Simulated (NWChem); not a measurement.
Species: triflate (CF3O3S anion); SMILES O=S(=O)(C(F)(F)F)[O-]

```xyz
8

O      1.0257     1.0257     1.2559
S      0.0000     0.0000     0.9383
O      0.3754    -1.4012     1.2559
O     -1.4012     0.3754     1.2559
C      0.0000     0.0000    -0.9614
F      1.2098    -0.3242    -1.4588
F     -0.3242     1.2098    -1.4588
F     -0.8856    -0.8856    -1.4588
```
Atoms are numbered in this order, from 1.

Program: NWChem. Sets without diffuse functions describe the anion's extra electron poorly. Geometry: optimised at B3LYP/def2-SVPD. Not confirmed as a minimum by frequencies. Total energies compare along this basis series because the functional is fixed.

| level | basis functions | energy (Ha) | highest occupied level (eV) | orbital gap (eV) |
|---|---|---|---|---|
| B3LYP/cc-pVDZ | 116 | -961.5243 | -1.81 | 9.04 |
| B3LYP/aug-cc-pVDZ | 188 | -961.6151 | -2.83 | 6.45 |
| B3LYP/cc-pVTZ | 244 | -961.8021 | -2.50 | 9.24 |
| B3LYP/aug-cc-pVTZ | 372 | -961.8224 | -2.90 | 6.28 |
